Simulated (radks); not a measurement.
Results of a calculation; reference values are marked as such.
Effect of the nuclear size on the tellurium ion Te3+, [Kr] 4d10 5s2 5p1. Code: a radial shooting solver on a logarithmic mesh with Libxc functionals. Model: Dirac Kohn-Sham, LDA (Slater exchange, Perdew-Wang correlation), spin-unpolarised, spherical densities, finite nucleus; open shells are shared between the two j in proportion to 2j + 1; Fermi nuclear charge, rms radius 4.7423 fm. The rms radius is varied about that value; shifts are against it.

| rms radius (fm) | total energy shift (eV) | density at nucleus (e/bohr^3) | 1s1/2 shift (meV) | 2s1/2 shift (meV) | 4p1/2 shift (meV) | 5s1/2 shift (meV) | 5p1/2 shift (meV) | 5p3/2 shift (meV) | 6s1/2 (empty) shift (meV) |
|---|---|---|---|---|---|---|---|---|---|
| 3.9219 | -1.68 | 2.343e+05 | -703 | -81.7 | 0.292 | -0.435 | 0.086 | 0.093 | -0.112 |
| 4.4246 | -0.681 | 2.297e+05 | -285 | -33.2 | 0.119 | -0.176 | 0.035 | 0.038 | -0.045 |
| 4.7423 | 0 | 2.27e+05 | 0.000 | 0.000 | 0.000 | 0.000 | 0.000 | 0.000 | 0.000 |
| 4.9462 | 0.458 | 2.255e+05 | 192 | 22.3 | -0.080 | 0.119 | -0.023 | -0.025 | 0.030 |
| 5.4821 | 1.74 | 2.216e+05 | 728 | 84.6 | -0.302 | 0.450 | -0.089 | -0.096 | 0.116 |

Slopes of the eigenvalues against <r^2> in GHz/fm^2, as finite differences over the two radii next to the reference (eigenvalue slopes, not the field-shift constants of lines): 1s1/2 23600, 2s1/2 2740, 4p1/2 -9.81, 5s1/2 14.6, 5p1/2 -2.89, 5p3/2 -3.12, 6s1/2 (empty) 3.75.
